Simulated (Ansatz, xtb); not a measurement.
AlClGeHO: where a starting geometry ends

The starting geometry of this gas-phase doublet was built from a drawn formula by distance geometry and a force field; its bonds are those of `[Cl][Al]1[O][GeH]1`.

```xyz
5

Al   -1.7659    0.7801   -0.3006
Cl   -3.1147    2.1315    0.8493
Ge   -0.2986   -1.1422    0.0147
O    -0.1098    0.3899   -0.9149
H    -0.8326   -2.2877   -0.8512
```

Predict what becomes of its bonds when it is optimised with r2SCAN-D4/def2-SVP.

It keeps its bonds, and is `[Cl][Al]1[O][GeH]1`.

The energy falls by 0.81 eV over 9 steps:

```csv
step,E − E(last) (eV)
1,0.810
2,0.303
3,0.042
4,0.007
5,0.003
6,0.001
7,0.000
8,0.000
9,0.000
```

Final geometry (Å):

```yaml
atoms:
  - { symbol: Al, position_ang: [-1.7735, 0.6959, 0.1801] }
  - { symbol: Cl, position_ang: [-2.9841, 2.3552, 0.5521] }
  - { symbol: Ge, position_ang: [-0.3271, -1.2475, 0.0572] }
  - { symbol: O, position_ang: [-0.4829, 0.3768, -0.9005] }
  - { symbol: H, position_ang: [-0.5540, -2.3089, -1.0917] }
```

From the same start GFN2-xTB ends elsewhere, differing in Al1–Ge3 (3.47 against 2.43 Å here), Al1–H5 (1.51 against 3.48 Å here), Ge3–H5 (4.30 against 1.58 Å here).

The end wasn't checked by frequencies. Open shells are spin-unrestricted. Run with Ansatz 0.2.0, 77 s on 1 thread of Intel(R) Xeon(R) Processor @ 2.70GHz, with other jobs on the host.
